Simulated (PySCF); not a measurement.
A structure optimised at PBE-D3(BJ)/def2-SVP, used in a PySCF frequency run:

```xyz
12

Mg     1.7011    -0.0220     0.0000
H      3.3878    -0.3690     0.0000
C     -0.3998     0.3922     0.0000
C     -1.0954    -0.1304     1.2673
C     -1.0954    -0.1304    -1.2673
H     -0.4880     1.5048     0.0000
H     -2.1866     0.1107     1.2736
H     -1.0277    -1.2376     1.3582
H     -0.6703     0.2971     2.2008
H     -0.6703     0.2971    -2.2008
H     -2.1866     0.1107    -1.2736
H     -1.0277    -1.2376    -1.3582
```

Task: Write its SMILES, formula and point group.

Result: C[CH](C)[MgH], C3H8Mg, Cs

Task: What are its rotational constants (standard atomic weights)?

Result: 7.9831, 3.7964, 2.8002 GHz
